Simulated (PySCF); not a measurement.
## AlOBr + HCl → AlOCl + HBr

Level: PBE0 in the def2-TZVP basis family, all electrons, no relativity, computed in PySCF with density fitting; open shells unrestricted.

| species | state and structure | E (Eh) | ZPE (kJ/mol) | H(298 K) − H(0) (kJ/mol) | S° (J/(mol K)) |
| --- | --- | --- | --- | --- | --- |
| AlOBr | singlet, C∞v, Al–Br 2.213 Å, Al–O 1.593 Å; Br–Al–O 180.0° | -2891.40550 | 11.0 | 12.8 | 268.8 |
| HCl | singlet, C∞v, H–Cl 1.279 Å | -460.66440 | 17.9 | 8.7 | 186.6 |
| AlOCl | singlet, C∞v, Al–Cl 2.059 Å, Al–O 1.592 Å; Cl–Al–O 180.0° | -777.61040 | 11.9 | 12.4 | 257.1 |
| HBr | singlet, C∞v, H–Br 1.421 Å | -2574.45811 | 16.0 | 8.7 | 198.5 |

Question: What is the electronic reaction energy?

Answer: At PBE0/def2-TZVP, ΔE = 3.6 kJ/mol from the differences of the total energies times 2625.5, uphill. 

Question: Add zero-point, thermal and entropy terms for 298.15 K and 1 bar.

Answer: ΔZPE = -1.0 and Δ[H(298) − H(0)] = -0.4 kJ/mol give ΔH° = 2.2 kJ/mol. ΔS° = 0.2 J/(mol K), so ΔG° = 2.2 − 298.15 × (0.0002) = 2 kJ/mol and log₁₀K = -0.4.

Each species is the lowest minimum found with this bonding; other isomers or fragments can lie lower.
